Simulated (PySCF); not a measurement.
Radial density of Dy (dysprosium, neutral)

CAM-B3LYP, [Xe] 4f9 6s2 6p1, one real determinant (an excited configuration). All numbers are calculated (PySCF 2.14, the spin-free X2C one-electron Hamiltonian (Gaussian nucleus), in cc-pVDZ-X2C (8s7p5d3f1g, 84 functions)).

| r (bohr) | 4πr²ρ (e/bohr) | 4πr²(ρα − ρβ) |
| --- | --- | --- |
| 0.0180 | 86.29 | 0.0036 |
| 0.0304 | 78.29 | 0.0092 |
| 0.0511 | 109.0 | 0.0146 |
| 0.0859 | 105.2 | 0.0204 |
| 0.144 | 95.23 | 0.2864 |
| 0.243 | 80.78 | 1.8934 |
| 0.409 | 49.23 | 5.7057 |
| 0.687 | 37.38 | 5.7858 |
| 1.16 | 12.89 | 2.1736 |
| 1.94 | 3.657 | 0.1895 |
| 3.27 | 0.9992 | 0.2184 |
| 5.50 | 0.3943 | 0.1817 |
| 9.25 | 0.01777 | 0.0172 |

Densities and radii are taken from the X2C orbitals without a picture-change correction, which distorts them close to the nucleus.

⟨L²⟩ = 26.77 against 42 for a pure I term, so this real determinant mixes terms. Spin-orbit coupling, absent here, splits the open shell strongly. ⟨S²⟩ = 12.24 against 12.00 shows spin contamination.
